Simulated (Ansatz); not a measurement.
Species: C$_{3}$H$_{11}$NO$_{3}$Si, net charge 0, singlet state. 
Geometry from a B3LYP-D3(BJ)/def2-TZVP (Ansatz, an electronic-structure program) optimisation:
```xyz
19

C      2.5161    -0.1367    -0.2047
O      1.2564     0.4815    -0.4127
Si    -0.0819     0.1133     0.4628
N      0.1502     0.3125     2.1328
O     -0.4653    -1.4734     0.3134
C     -0.8770    -2.0650    -0.9061
O     -1.2331     1.1044    -0.1356
C     -1.2992     1.6463    -1.4447
H      2.4865    -1.1940    -0.4838
H      2.8235    -0.0617     0.8416
H      3.2510     0.3714    -0.8294
H      0.2082     1.2284     2.5457
H     -0.2291    -0.3669     2.7713
H     -0.1705    -1.8527    -1.7150
H     -1.8670    -1.7057    -1.2017
H     -0.9265    -3.1445    -0.7624
H     -1.9652     2.5093    -1.4207
H     -1.7048     0.9140    -2.1490
H     -0.3140     1.9611    -1.7933
```

Basis-set convergence of Hartree-Fock and CCSD(T) correlation energies (hartree) with Ansatz. Cores are frozen in the correlated levels unless marked. No spin-orbit coupling. No relativistic terms.

```tsv
basis	functions	E(HF)	E(corr, CCSD(T))
cc-pV(D+d)Z	176	-688.15698	-1.34594
cc-pV(T+d)Z	403	___	___
```

Complete the blanks.


- cc-pV(T+d)Z, E(HF): -688.32218
- cc-pV(T+d)Z, E(corr, CCSD(T)): -1.67516
